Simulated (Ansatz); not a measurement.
Reaction (formal exchange of groups at a C–Si bond): `O=[C]([SiH3])[GeH2][F]` + CH₄ → `C[C](=O)[GeH2][F]` + SiH₄

Computed with Ansatz on PBE0-D4/def2-TZVP structures; ΔE is electronic, products minus reactants. CBS: MP2 limit from def2 TZ/QZ plus the TZ coupled-cluster correction, frozen cores. This one scheme is used for every species. DFT in def2-TZVPP. For Ge outer-core shells are correlated without core-valence functions, which leaves a few kJ/mol of doubt a bond. Scalar relativity is left out up to krypton. One conformer a species, not always the lowest.

| level | ΔE (kJ/mol) |
| --- | --- |
| PBE0-D4 | -7.1 |
| PBE | -3.7 |
| HF/def2-QZVPP | -16.9 |
| SCS-MP2/def2-QZVPP | -8.1 |

(1) What does CCSD(T)/CBS give? (Best estimate.)

Largest T1 diagnostic among the species: 0.014.

Results:

(1) Computed: -5.7 kJ/mol. The listed levels differ from it by -1.4, 2.0, -11.2, -2.4 kJ/mol.

In def2-TZVPP, CCSD(T) changes the Hartree–Fock value by +9.2 kJ/mol (the triples alone add +1.7 kJ/mol) and MP2 by +7.9 kJ/mol. From PBE to PBE0 (25 % exact exchange), in def2-TZVPP and without D4, ΔE moves by −5.0 kJ/mol.
